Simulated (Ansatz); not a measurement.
I$_{2}$Zn (`[I][Zn][I]`), 3 atoms. The species carries charge 0 and has multiplicity 1. For Zn the d shell is correlated and the shells below it are frozen. Correlated methods include outer-core shells of I, which these sets cover unevenly. Scalar relativity is left out up to krypton. I takes the def2 core potential. Hardware: A = 2 threads of an AMD EPYC 7R13 on a shared host; B = 2 threads of an AMD EPYC 7R13 on a shared host and a share of an NVIDIA H100 80 GB. Correlated methods freeze the cores. Open-shell runs search over several starts.

Give the basis size and wall time and peak host memory of each of these runs in Ansatz. UKS PBE-D4/def2-TZVPP energy of the cation [A]; RKS ωB97M-V/def2-SVP energy [A]; RKS BHLYP-D4/def2-TZVPP energy [A]; UHF-CCSD(T) with 3s3p of Cu, Zn/def2-QZVPP energy of the cation [B]; RKS PBE0-D4/def2-TZVPP energy [A]; UKS PBE0-D4/def2-TZVPP energy of the cation [A]; RKS ωB97M-V/def2-TZVPP energy and forces [A]; RHF-CCSD(T) with 3s3p of Cu, Zn/def2-TZVPP energy [B]; RHF-CCSD(T) with 3s3p of Cu, Zn/def2-QZVPP energy [B]; RKS ωB97M-V/def2-QZVPP energy [A]; UKS B3LYP-D4/def2-TZVPP energy of the cation [A]; direct RPA on PBE orbitals with 3s3p of Cu, Zn/def2-TZVPP energy [A]. (An estimate is asked.)

The calculation gave: Other jobs shared the machine, so times are rough.

| level | job | functions | wall time | peak host memory (GiB) |
| --- | --- | --- | --- | --- |
| RKS PBE0-D4/def2-TZVPP | energy [A] | 164 | 2.6 s | 0.51 |
| RKS BHLYP-D4/def2-TZVPP | energy [A] | 164 | 3.5 s | 0.54 |
| direct RPA on PBE orbitals with 3s3p of Cu, Zn/def2-TZVPP | energy [A] | 164 | 4.2 s | 0.41 |
| RHF-CCSD(T) with 3s3p of Cu, Zn/def2-TZVPP | energy [B] | 164 | 5 s | 0.81 |
| RKS ωB97M-V/def2-SVP | energy [A] | 83 | 5.5 s | 0.35 |
| RKS ωB97M-V/def2-TZVPP | energy and forces [A] | 164 | 9 s | 0.62 |
| RHF-CCSD(T) with 3s3p of Cu, Zn/def2-QZVPP | energy [B] | 264 | 13 s | 0.86 |
| RKS ωB97M-V/def2-QZVPP | energy [A] | 264 | 14 s | 1 |
| UHF-CCSD(T) with 3s3p of Cu, Zn/def2-QZVPP | energy of the cation [B] | 264 | 29 s | 0.93 |
| UKS PBE-D4/def2-TZVPP | energy of the cation [A] | 164 | 30 s | 0.49 |
| UKS PBE0-D4/def2-TZVPP | energy of the cation [A] | 164 | 70 s | 1.1 |
| UKS B3LYP-D4/def2-TZVPP | energy of the cation [A] | 164 | 78 s | 0.94 |

B3LYP here is the variant with VWN-RPA as its local correlation; programs differ in this.
